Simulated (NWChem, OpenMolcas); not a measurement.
# How basis sets differ on CH7BSi2 (SMILES CB1[SiH2][SiH2]1)

The species is CH7BSi2 (11 atoms), meant as a singlet with charge 0. As SMILES, `CB1[SiH2][SiH2]1`. The coordinates come from a PBE0-D4/def2-TZVP relaxation.

Each level gives the dipole moment (D). The values are calculated.

```csv
level,kind,program,value (D),CPU time
HF/STO-3G,Hartree–Fock,OpenMolcas,0.59,3.1 s
HF/3-21G,Hartree–Fock,OpenMolcas,0.42,4.3 s
HF/6-31G* (spherical functions),Hartree–Fock,OpenMolcas,0.26,13 s
"HF/6-31G* (RICD fitting, Cartesian functions)",Hartree–Fock,OpenMolcas,0.25,3.8 s
HF/def2-SVP,Hartree–Fock,NWChem,0.15,39 s
```

The values span 0.15 to 0.59 D. Magnitudes only. Sets without polarisation functions give poor dipoles. Without the sets that lack polarisation functions the rows with a basis span only 0.15 to 0.26 D. Times are those of the runs behind each value, whatever else they computed, on shared processors of several kinds: orders of magnitude only.
